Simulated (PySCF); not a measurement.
Computed shifts of a molecule C2H5ClOSi, PBE0/pcSseg-1 (PySCF), GIAO, gas phase, atoms alike by connectivity averaged where their shifts nearly agree, in ppm (number of nuclei): ¹³C: 152.1 (1), 105.8 (1). ²⁹Si: -6.1 (1). ¹H: 6.74 (1), 5.68 (2), 5.36 (1), 4.94 (1). References: ¹³C against TMS (σ = 186.3 ppm); ¹⁷O against H2O (σ = 334.2 ppm); ²⁹Si against TMS (σ = 352.7 ppm); ³⁵Cl against HCl (σ = 945.9 ppm); ¹H against TMS (σ = 31.56 ppm), references at their B3LYP-D3(BJ)/def2-TZVP geometries, non-relativistic (without spin–orbit terms, shifts of atoms bonded to Cl or Br come out too high). The structure is a stationary point at B3LYP-D3(BJ)/def2-SVP. A frequency run showed that this geometry is not a minimum. One conformer was computed; it need not be the lowest.

Question: Which molecule gave these data?
(A) C=C[Si@H](O)Cl
(B) C=CO[SiH2]Cl
(C) O[SiH2]/C=C/Cl
(D) C=C(Cl)[SiH2]O

Answer: B, C=CO[SiH2]Cl
